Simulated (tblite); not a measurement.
Species: C4H12FPSi2.
Numbering: `[F:1][CH2:2][C@@H:3]1[CH2:4][CH2:5][Si@@H:6]1[PH:7][SiH3:8]` (hydrogens: H9, H10 on C2; H11 on C3; H12, H13 on C4; H14, H15 on C5; H16 on Si6; H17 on P7; H18, H19, H20 on Si8)

Computed with GFN2-xTB (tblite), gas phase: L-BFGS steps from a force-field or distance-geometry start until the largest atomic force falls under 0.01 eV/Å.

Step 60: E = -690.5067 eV
```
atom  x, y, z in Å  |  force x, y, z in eV/Å
F1     -0.5679   -0.4426   -2.6567    0.013   0.013  -0.036
C2     -0.9982    0.5579   -1.8112   -0.002  -0.001  -0.016
C3     -1.4011   -0.0349   -0.4828    0.012  -0.005   0.010
C4     -1.8380    0.9885    0.5776   -0.001   0.010   0.012
C5     -1.0898    0.4420    1.8062    0.014  -0.024   0.001
Si6     0.0069   -0.6487    0.6700    0.013   0.008   0.031
P7      1.9192    0.3953    0.1833   -0.021   0.022   0.006
Si8     2.8940   -0.9778   -1.2873    0.000  -0.012  -0.011
H9     -0.1571    1.2530   -1.6993    0.009   0.012   0.003
H10    -1.8281    1.0615   -2.3198   -0.029   0.005  -0.019
H11    -2.1795   -0.7780   -0.6566    0.012  -0.018   0.003
H12    -1.4731    1.9807    0.3165    0.025   0.028  -0.011
H13    -2.9169    1.0510    0.7104   -0.030  -0.016   0.008
H14    -0.6207    1.2091    2.4178    0.000  -0.010  -0.021
H15    -1.7477   -0.1371    2.4494   -0.006   0.000   0.009
H16     0.0327   -2.0965    0.9296    0.004   0.008   0.019
H17     2.5945   -0.0839    1.2888   -0.005  -0.012   0.011
H18     4.2933   -0.5474   -1.3375   -0.002  -0.013  -0.006
H19     2.8300   -2.3791   -0.8643   -0.001  -0.007   0.008
H20     2.2423   -0.8022   -2.5776   -0.006   0.011   0.000
```

Step 61: E = -690.5072 eV
```
atom  x, y, z in Å  |  force x, y, z in eV/Å
F1     -0.5603   -0.4355   -2.6576    0.010   0.013  -0.031
C2     -0.9936    0.5611   -1.8088   -0.001   0.004  -0.025
C3     -1.3994   -0.0366   -0.4835    0.011  -0.007   0.000
C4     -1.8445    0.9833    0.5768    0.006   0.007   0.010
C5     -1.0881    0.4464    1.8049    0.015  -0.025   0.002
Si6     0.0090   -0.6459    0.6702    0.007   0.020   0.048
P7      1.9230    0.3950    0.1871   -0.008   0.011  -0.014
Si8     2.8907   -0.9800   -1.2883   -0.006  -0.003   0.000
H9     -0.1540    1.2570   -1.6932    0.018   0.011   0.010
H10    -1.8215    1.0669   -2.3180   -0.044   0.001  -0.020
H11    -2.1739   -0.7823   -0.6614    0.009  -0.025  -0.004
H12    -1.4905    1.9780    0.3114    0.024   0.041  -0.001
H13    -2.9237    1.0342    0.7120   -0.027  -0.015   0.007
H14    -0.6183    1.2193    2.4091   -0.006  -0.017  -0.023
H15    -1.7400   -0.1319    2.4551   -0.004   0.009   0.007
H16     0.0317   -2.0920    0.9340    0.007  -0.009   0.020
H17     2.5976   -0.0912    1.2895   -0.004  -0.012   0.019
H18     4.2908   -0.5528   -1.3405    0.000  -0.012  -0.008
H19     2.8258   -2.3819   -0.8669   -0.003  -0.003   0.008
H20     2.2340   -0.8003   -2.5753   -0.002   0.009  -0.003
```

Problem. Estimate the geometry and energy of step 62. (The exact step hangs on the optimiser's Hessian estimate; all steps are aligned on step 61, rigid shifts and turns removed.)

Solution. E = -690.5077 eV, largest force 0.059 eV/Å
```
atom  x, y, z in Å  |  force x, y, z in eV/Å
F1     -0.5535   -0.4277   -2.6605    0.005   0.016  -0.020
C2     -0.9906    0.5641   -1.8078   -0.001   0.010  -0.028
C3     -1.3965   -0.0386   -0.4844    0.008  -0.006  -0.013
C4     -1.8491    0.9783    0.5757    0.013   0.001  -0.001
C5     -1.0860    0.4496    1.8034    0.007  -0.016   0.001
Si6     0.0125   -0.6425    0.6706   -0.001   0.026   0.053
P7      1.9276    0.3964    0.1925    0.012  -0.005  -0.029
Si8     2.8865   -0.9818   -1.2879   -0.013   0.007   0.012
H9     -0.1532    1.2626   -1.6894    0.018   0.004   0.014
H10    -1.8187    1.0705   -2.3161   -0.047  -0.005  -0.019
H11    -2.1671   -0.7876   -0.6648    0.007  -0.028  -0.011
H12    -1.5037    1.9748    0.3057    0.017   0.048   0.015
H13    -2.9288    1.0197    0.7126   -0.015  -0.014   0.005
H14    -0.6164    1.2278    2.4009   -0.009  -0.020  -0.017
H15    -1.7329   -0.1281    2.4591   -0.003   0.014   0.007
H16     0.0328   -2.0875    0.9366    0.010  -0.025   0.023
H17     2.6008   -0.0984    1.2921   -0.005  -0.008   0.020
H18     4.2880   -0.5599   -1.3432    0.001  -0.010  -0.012
H19     2.8199   -2.3844   -0.8677   -0.006   0.003   0.007
H20     2.2232   -0.7968   -2.5707    0.004   0.005  -0.005
```

The energy changes by -0.0005 eV. The first-order estimate −F·Δx gives -0.0007 eV and the mean of the old and new forces, exact on a quadratic surface, -0.0005 eV. The step makes an angle of 82° with the force vector and moves no atom by more than 0.015 Å.

The cost below is that of the whole relaxation. The run took 1.6 s wall on one thread, Arm Neoverse N1 (aarch64), shared host with 64 logical CPUs at a one-minute load of 58.
